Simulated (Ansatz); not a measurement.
Basis sets compared for `CCC(CC(CC(C)OC(C)=O)OC(C)=O)OC(C)=O`. Charge 0, multiplicity 1. Geometry PBE-D4/def2-SVP. Ansatz on 2 threads of AMD EPYC 7R13 on a shared host and a share (18 GiB) of an NVIDIA H100 80GB HBM3; times are rough, and most runs start from earlier orbitals.

Cartesian coordinates in Å:
```
C -1.5917 3.4453 1.8161
C -0.9645 3.1386 0.4571
C -0.7824 1.6445 0.2007
C -0.1714 1.3264 -1.1668
C 0.2086 -0.1492 -1.3139
C 1.5417 -0.5264 -0.6405
C 1.3421 -1.3443 0.6444
C 1.0209 -2.8063 0.3841
O 2.5619 -1.3139 1.4418
C 2.7743 -0.1917 2.1696
C 4.0194 -0.3296 3.0150
O 2.0463 0.7869 2.1490
O 0.2784 -0.4606 -2.7329
C -0.5368 -1.4510 -3.1844
C -0.4017 -1.6105 -4.6796
O -1.2889 -2.1003 -2.4786
O -2.1051 1.0269 0.2089
C -2.3335 -0.0467 1.0063
C -3.6844 -0.6486 0.7073
O -1.5355 -0.4929 1.8114
H -0.9724 3.0383 2.6416
H -2.6003 2.9918 1.8963
H -1.6988 4.5366 1.9744
H 0.0388 3.6102 0.3849
H -1.5786 3.5720 -0.3633
H -0.1783 1.2007 1.0199
H 0.7184 1.9679 -1.3363
H -0.9193 1.5868 -1.9443
H -0.6112 -0.7748 -0.9081
H 2.1574 -1.1047 -1.3597
H 2.1053 0.3952 -0.3968
H 0.5388 -0.8840 1.2542
H 0.1171 -2.8897 -0.2516
H 0.8274 -3.3419 1.3334
H 1.8616 -3.3060 -0.1394
H 4.8509 -0.7559 2.4220
H 4.2988 0.6543 3.4293
H 3.8200 -1.0328 3.8491
H -0.7258 -2.6241 -4.9740
H 0.6338 -1.4123 -5.0124
H -1.0621 -0.8731 -5.1807
H -4.4120 0.1193 0.3858
H -3.5565 -1.3679 -0.1298
H -4.0503 -1.2022 1.5906
```

Single mean-field runs in def2-TZVP are fitted with def2-universal-jkfit.

Binding counts from free atoms (C triplet, O triplet, H doublet) in the same basis, without a counterpoise term.

| level | functions | energy (Eh) | HOMO (eV) | LUMO (eV) | binding per atom (eV) | wall time |
| --- | --- | --- | --- | --- | --- | --- |
| HF/STO-3G | 124 | -980.7705 | -8.61 | 8.38 | 3.69 | 2.6 s |
| HF/6-31G | 228 | -992.8989 | -11.64 | 4.30 | 2.95 | 3 s |
| PBE-D4/def2-SVP | 400 | -997.4692 | -5.99 | -0.89 | 4.64 | 5 s |
| PBE0-D4/def2-SVP | 400 | -997.5344 | -7.73 | 0.18 | 4.53 | 4.2 s |

**Question.** Estimate the rows for HF/def2-TZVP, PBE-D4/def2-TZVP (with forces), PBE0-D4/def2-TZVP (with forces).

**Answer.** 
| level | functions | energy (Eh) | HOMO (eV) | LUMO (eV) | binding per atom (eV) | wall time |
| --- | --- | --- | --- | --- | --- | --- |
| HF/def2-TZVP | 764 | -993.7401 | -11.68 | 3.57 | 3.19 | 4.2 s |
| PBE-D4/def2-TZVP (with forces) | 764 | -998.5812 | -6.17 | -1.06 | 4.57 | 9 s |
| PBE0-D4/def2-TZVP (with forces) | 764 | -998.6344 | -7.83 | 0.07 | 4.47 | 9 s |
